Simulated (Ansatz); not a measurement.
CH5BrOSi can be A, `OC([SiH3])Br`, or B, `OC[SiH2]Br`.

Computed with Ansatz on PBE0-D4/def2-TZVP structures; ΔE is electronic, products minus reactants. CCSD(T)/CBS is the MP2 limit (def2-TZVPP, def2-QZVPP) plus CCSD(T) − MP2 in def2-TZVPP, frozen cores. DFT in def2-TZVPP. B3LYP here is the variant with VWN-RPA as its local correlation; programs differ in this. For Br outer-core shells are correlated without core-valence functions, which leaves a few kJ/mol of doubt a bond. Scalar relativity is left out up to krypton. Each species was taken in one conformer, which may not be the lowest.

Question: Which is lower in electronic energy at CCSD(T)/CBS, and by how much? (An estimate is asked.)

Answer: Computed: B, by 32.1 kcal/mol.

Question: Give E(B) − E(A) in kcal/mol with PBE-D4, ωB97M-V, BLYP-D4, LDA (SPW92), B3LYP-D4, PBE0-D4, B2PLYP. (Best estimate.)

Answer: Computed: PBE-D4 -29.9, ωB97M-V -32.2, BLYP-D4 -28.5, LDA (SPW92) -29.8, B3LYP-D4 -30.5, PBE0-D4 -32.0, B2PLYP -31.2. None reverses the order clearly.

Question: Does the order hold for the free energy at 298.15 K (harmonic terms from PBE0-D4)? (Best estimate.)

Answer: Ansatz gave: Yes: G(B) − G(A) = -30.4 kcal/mol, for one conformer each.

Largest T1 diagnostic: 0.010.

From PBE to PBE0 (25 % exact exchange), in def2-TZVPP and without D4, E(B) − E(A) moves by −2.0 kcal/mol. Leaving LDA and LC-ωPBE aside and taking each functional with its dispersion term where it has one, the values, not all of them listed here, spread over 4.4 kcal/mol, from PBE-QIDH to BLYP-D4.
